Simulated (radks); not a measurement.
Values are calculated unless marked as measured or tabulated.
Neutral holmium, configuration [Kr] 4d10 4f11 5s1.75 5p6 6s2 6p0.25 (fractional occupations, a model configuration).

Code: a radial shooting solver on a logarithmic mesh with Libxc functionals. Model: scalar-relativistic Kohn-Sham, exchange-only B88, spin-polarised, spherical densities, point nucleus; open shells are filled with parallel spins first (spin-orbit coupling, left out, can overturn this in heavy ions).

Energy parts (hartree):
part                   energy
total             -12613.2783
kinetic            13646.5025
electron-nucleus  -30914.3170
Hartree             4922.0468
exchange            -267.5106

Orbitals (lengths in bohr, moments of r in powers of bohr; r(90%) holds 90 % of the orbital's charge):
\begin{tabular}{lrrrrr}
orbital & occ. & eigenvalue (hartree) & r(90%) & <r^2> & <r> \\ \hline
1s up & 1 & -2039.889 & 0.0376 & 0.0005880 & 0.02074 \\
1s down & 1 & -2039.888 & 0.0376 & 0.0005880 & 0.02074 \\
2s up & 1 & -341.2243 & 0.136 & 0.009167 & 0.08808 \\
2s down & 1 & -341.2225 & 0.136 & 0.009167 & 0.08808 \\
2p up & 3 & -302.2879 & 0.127 & 0.007439 & 0.07806 \\
2p down & 3 & -302.2865 & 0.127 & 0.007439 & 0.07806 \\
3s up & 1 & -76.23974 & 0.337 & 0.06039 & 0.2299 \\
3s down & 1 & -76.19224 & 0.337 & 0.06035 & 0.2298 \\
3p up & 3 & -64.34455 & 0.342 & 0.06074 & 0.2289 \\
3p down & 3 & -64.29715 & 0.342 & 0.06068 & 0.2288 \\
3d up & 5 & -49.25212 & 0.323 & 0.05075 & 0.2079 \\
3d down & 5 & -49.21573 & 0.323 & 0.05068 & 0.2078 \\
4s up & 1 & -15.11753 & 0.745 & 0.3039 & 0.5188 \\
4s down & 1 & -15.01208 & 0.745 & 0.3039 & 0.5188 \\
4p up & 3 & -11.20374 & 0.801 & 0.3444 & 0.5502 \\
4p down & 3 & -11.09936 & 0.801 & 0.3445 & 0.5502 \\
4d up & 5 & -5.92023 & 0.897 & 0.4131 & 0.5965 \\
4d down & 5 & -5.81674 & 0.898 & 0.4137 & 0.5968 \\
4f up & 7 & -0.18363 & 1.46 & 0.9556 & 0.8353 \\
4f down & 4 & -0.09087 & 1.54 & 1.079 & 0.8701 \\
5s up & 1 & -1.90628 & 1.83 & 1.815 & 1.269 \\
5s down & 0.75 & -1.84369 & 1.85 & 1.846 & 1.280 \\
5p up & 3 & -0.99361 & 2.22 & 2.588 & 1.506 \\
5p down & 3 & -0.94711 & 2.26 & 2.659 & 1.526 \\
6s up & 1 & -0.13980 & 5.96 & 18.20 & 3.985 \\
6s down & 1 & -0.13071 & 5.98 & 18.34 & 4.002 \\
6p up & 0.25 & -0.03973 & 9.51 & 44.11 & 6.118 \\
6p down & 0 & -0.03092 & 9.74 & 45.96 & 6.225 \\
\end{tabular}

The highest occupied level is 6p up at -1.081 eV. Summed over all electrons, <r^2> = 85.38 bohr^2, which gives a Langevin (diamagnetic) susceptibility term of -67.6 x 10^-6 cm^3/mol. Spin moment in Bohr magnetons: 3.5. The density falls to 0.001 e/bohr^3 at r = 5.21 bohr.
